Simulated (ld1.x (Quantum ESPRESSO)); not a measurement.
**Zn: ultrasoft pseudisation with BLYP, scalar-relativistic reference atom.**

ld1.x (Quantum ESPRESSO) 7.5 was run on this input:

```
&input
   title='Zn', zed=30., rel=1, dft='BLYP', iswitch=3,
   config='[Ar] 3d10 4s2 4p0',
   nld=3, rlderiv=2.85, eminld=-3.0, emaxld=5.0, deld=0.02
 /
 &inputp
   pseudotype=3, tm=.true., lloc=-1, rcloc=2.45,
   nlcc=.true., new_core_ps=.true.,
   which_augfun='PSQ', rmatch_augfun_nc=.true.,
   file_pseudopw='Zn.UPF', file_wfcaegen='ae.wfc', file_wfcncgen='nc.wfc', file_beta='beta', file_chi='chi', file_wfcusgen='us.wfc'
 /
6
4S  1  0   2.00   0.00  1.85  2.15  0.0
4S  1  0   0.00   4.05  1.85  2.15  0.0
4P  2  1   0.00   0.00  2.25  2.60  0.0
4P  2  1   0.00   0.25  2.25  2.60  0.0
3D  3  2  10.00   0.00  1.10  1.40  0.0
3D  3  2   0.00   3.70  1.10  1.40  0.0
 &test
   configts(1)='3d10 4s2 4p0'
 /
```

Command:

```bash
ld1.x < Zn.in > Zn.out
```

Output (shortened: banner, matrices, multipoles, cross overlaps and the repeated all-electron block are left out):

```
Program LD1 v.7.5
     --------------------------- All-electron run ----------------------------

     Zn
     scalar relativistic calculation

     atomic number is 30.00
     dft =BLYP   lsd =0 sic =0 latt =0  beta=0.20 tr2=1.0E-14
     Exchange-correlation= BLYP
                           (   1   3   1   3   0   0   0)
     mesh =1201 r(mesh) =  99.36527 a.u. xmin = -7.00 dx = 0.01250
     1 Ry =  13.60569312 eV, c = 137.03599908

     n l     nl                  e(Ry)          e(Ha)          e(eV)
     1 0     1S 1( 2.00)      -700.3260      -350.1630     -9528.4205
     2 0     2S 1( 2.00)       -85.1496       -42.5748     -1158.5196
     2 1     2P 1( 6.00)       -73.8263       -36.9132     -1004.4581
     3 0     3S 1( 2.00)        -9.4779        -4.7389      -128.9532
     3 1     3P 1( 6.00)        -6.1162        -3.0581       -83.2145
     3 2     3D 1(10.00)        -0.7389        -0.3694       -10.0532
     4 0     4S 1( 2.00)        -0.4382        -0.2191        -5.9620
     4 1     4P 1( 0.00)        -0.0814        -0.0407        -1.1078

     final scf error:  7.3E-15 reached in  37 iterations

     Etot =   -3592.790775 Ry,   -1796.395388 Ha,  -48882.408744 eV

     Ekin =    3650.183124 Ry,    1825.091562 Ha,   49663.271429 eV
     Encl =   -8656.652724 Ry,   -4328.326362 Ha, -117779.760429 eV
     Eh   =    1557.452328 Ry,     778.726164 Ha,   21190.218423 eV
     Exc  =    -143.773503 Ry,     -71.886752 Ha,   -1956.138168 eV

     normalization and overlap integrals

     s(1S/1S) =  1.000000  <r> =   0.0503  <r2> =    0.0034  r(max) =   0.0329
     s(2S/2S) =  1.000000  <r> =   0.2262  <r2> =    0.0604  r(max) =   0.1894
     s(2P/2P) =  1.000000  <r> =   0.1982  <r2> =    0.0482  r(max) =   0.1513
     s(3S/3S) =  1.000000  <r> =   0.6810  <r2> =    0.5363  r(max) =   0.5908
     s(3P/3P) =  1.000000  <r> =   0.7133  <r2> =    0.6017  r(max) =   0.5908
     s(3D/3D) =  1.000000  <r> =   0.9127  <r2> =    1.1363  r(max) =   0.5620
     s(4S/4S) =  1.000000  <r> =   2.6535  <r2> =    8.2936  r(max) =   2.0882
     s(4P/4P) =  1.000000  <r> =   4.4112  <r2> =   24.1750  r(max) =   3.1152

     ------------------------ End of All-electron run ------------------------

     --------------------- Generating US pseudopotential ---------------------

      Generating local potential from pseudized AE potential:
      Matching radius rcloc =   2.4500

      Local pseudo, rcloc= 2.457 Estimated cut-off energy=     4.05 Ry

      Computing core charge for nlcc:

       r > 0.33 : true rho core
      Core charge pseudized with two Bessel functions
      Integrated core pseudo-charge :  14.15
      Wfc-us  4S rcutus= 2.168  Estimated cut-off energy=     9.56 Ry
      Wfc-us  4S rcutus= 2.168  Estimated cut-off energy=    21.01 Ry
      Wfc-us  4P rcutus= 2.583  Estimated cut-off energy=    10.99 Ry
      Wfc-us  4P rcutus= 2.583  Estimated cut-off energy=    11.54 Ry
      Wfc-us  3D rcutus= 1.417  Estimated cut-off energy=    58.18 Ry
      Wfc-us  3D rcutus= 1.417  Estimated cut-off energy=    49.87 Ry

     Q pseudized with Bessel functions
     Expected ecutrho=     336.7265 due to l1=  2   l2=  2

     ------------------- End of pseudopotential generation -------------------

     Computing logarithmic derivative in   2.83650
     Computing logarithmic derivative in   2.83650
     Computing the partial wave expansion
     R is outside the sphere for l=    0 j= 0.00
     R is outside the sphere for l=    0 j= 0.00
     R is outside the sphere for l=    1 j= 0.00
     R is outside the sphere for l=    1 j= 0.00
     R is outside the sphere for l=    2 j= 0.00
     R is outside the sphere for l=    2 j= 0.00

     ---------------------- Testing the pseudopotential ----------------------

     Zn
     scalar relativistic calculation

     atomic number is 30.00   valence charge is 12.00
     dft =BLYP   lsd =0 sic =0 latt =0  beta=0.20 tr2=1.0E-14
     mesh =1201 r(mesh) =  99.36527 xmin = -7.00 dx = 0.01250

     n l     nl             e AE (Ry)        e PS (Ry)    De AE-PS (Ry)
     3 2     3D   1(10.00)       -0.73890       -0.73890        0.00000
     1 0     4S   1( 2.00)       -0.43820       -0.43820        0.00000
     2 1     4P   1( 0.00)       -0.08142       -0.08142        0.00000

     eps = 8.6E-15  iter =  5

     Etot =   -3592.790775 Ry,   -1796.395388 Ha,  -48882.408744 eV
     Etotps =  -181.557074 Ry,     -90.778537 Ha,   -2470.209831 eV

     Ekin =      40.508838 Ry,      20.254419 Ha,     551.150818 eV
     Encl =    -246.761892 Ry,    -123.380946 Ha,   -3357.366577 eV
     Ehrt =     122.393671 Ry,      61.196835 Ha,    1665.250721 eV
     Ecxc =     -81.496178 Ry,     -40.748089 Ha,   -1108.811991 eV
     (Ecc =     -53.443872 Ry,     -26.721936 Ha,    -727.140915 eV)
     Epseu=     -16.201512 Ry,      -8.100756 Ha,    -220.432803 eV

     ---------------------- End of pseudopotential test ----------------------
```

Generation and configuration tests took about 1.6 s on one core of a shared server CPU.
